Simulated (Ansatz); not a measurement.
Cost and result for the atomization energy of ClH4NO2Sn (`[NH2][Sn]([OH])([OH])[Cl]`) (9 atoms, 8 bonds).

Cartesian coordinates in Å:
```
N 1.189 1.163 -0.660
Sn -0.125 -0.132 0.073
O -1.392 -0.502 -1.351
O -0.917 0.712 1.633
Cl 0.622 -2.223 0.802
H 1.887 1.460 0.009
H 1.651 0.844 -1.501
H -1.740 -1.396 -1.309
H -1.175 0.074 2.304
```

Charge 0, multiplicity 1. Correlated methods include outer-core shells of Sn, which these sets cover unevenly. Sn takes the def2 core potential. Geometry: relaxed with PBE0-D4/def2-TZVP. It is one conformer, not always the lowest. Program: Ansatz. All runs use 4 threads of an Arm Neoverse V2 on a shared host. Times are those of one run each, without the atoms' runs, and a repeat can differ threefold. Electronic energies, without spin–orbit coupling; frozen cores. CCSD(T)/CBS adds CCSD(T) − MP2 in def2-TZVPP to the MP2 limit, and its time is that of the two runs behind it. T1 = 0.013. With those shells the extrapolation isn't a true limit. HSE06 is the plane-wave form, built on full-range PBE exchange.

CCSD(T)/CBS is a level of theory with its own doubt, some kJ/mol a heavy atom from the limit and from the frozen cores, so smaller differences don't rank the functionals.

```
                             level  functions  wall time  atomization (kcal/mol)  difference from CCSD(T)/CBS  per bond
              revPBE-D4/def2-TZVPP        241      2.1 s                   699.1                        -18.5      -2.3
                PBE0-D4/def2-TZVPP        241      3.4 s                   698.6                        -19.0      -2.4
               BHLYP-D4/def2-TZVPP        241      3.5 s                   667.6                        -50.0      -6.3
               HSE06-D4/def2-TZVPP        241      3.7 s                   699.2                        -18.4      -2.3
           CAM-B3LYP-D4/def2-TZVPP        241      3.8 s                   707.0                        -10.6      -1.3
r2SCAN-D4/def2-TZVPP (with forces)        241      5.5 s                   706.0                        -11.6      -1.4
             r2SCANh-D4/def2-TZVPP        241      5.5 s                   696.7                        -20.9      -2.6
                ωB97X-V/def2-TZVPP        241        8 s                   711.8                         -5.8      -0.7
                  CCSD(T)/def2-SVP        106      8.5 s                   634.9                        -82.7     -10.3
  ωB97M-V/def2-TZVPP (with forces)        241       12 s                   709.0                         -8.6      -1.1
                    MP2/def2-QZVPP        443       20 s                   724.1                          6.5       0.8
                CCSD(T)/def2-TZVPP        241    4.5 min                   686.3                        -31.3      -3.9
                 CCSD(T)/CBS(def2)          –    4.9 min                   717.6                          0.0       0.0
```

From PBE to PBE0 (25 % exact exchange), in def2-TZVPP and without D4, the atomization energy moves by −24.7 kcal/mol: exact exchange takes away binding that semilocal exchange gives to molecules. In def2-TZVPP, CCSD(T) changes the Hartree–Fock value by +238.7 kcal/mol (the triples alone add +16.4 kcal/mol) and MP2 by +257.5 kcal/mol; breaking electron pairs costs correlation energy, which Hartree–Fock lacks. The D4 term adds +8.0 kcal/mol with B3LYP and +4.3 kcal/mol with PBE0; it sums over pairs of atoms, weighted by their polarisabilities, and B3LYP, whose exchange is more repulsive, gets the larger term.

B3LYP here is the variant with VWN-RPA as its local correlation; programs differ in this.

Spin–orbit coupling would lower the free Sn atoms strongly, and the atomization energy with them, by more than many differences here. For some Ge, Se and Sn compounds the MP2-based and the directly extrapolated limit differ by 10 to 25 kJ/mol.
